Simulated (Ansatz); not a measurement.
Ansatz (a quantum-chemistry and plane-wave program) input:

Ansatz 0.2 input:
```yaml
crystal:
  periodic: [false, false, false]
  atoms:
    - {symbol: La, position_ang: [-0.00000000, -0.00000000, -0.23123364]}
    - {symbol: O, position_ang: [0.00000000, 0.00000000, 1.64753969]}
basis:
  gaussian:
    orbitals: def2-TZVP
hamiltonian:
  xc: {name: PBE}
total_charge: 1
relax: {f_tol: 0.003, max_steps: 100}
```

**Question.** Predict the final energy.

**Answer.** -106.58783 Eh (PBE/def2-TZVP). The basis has 71 functions.
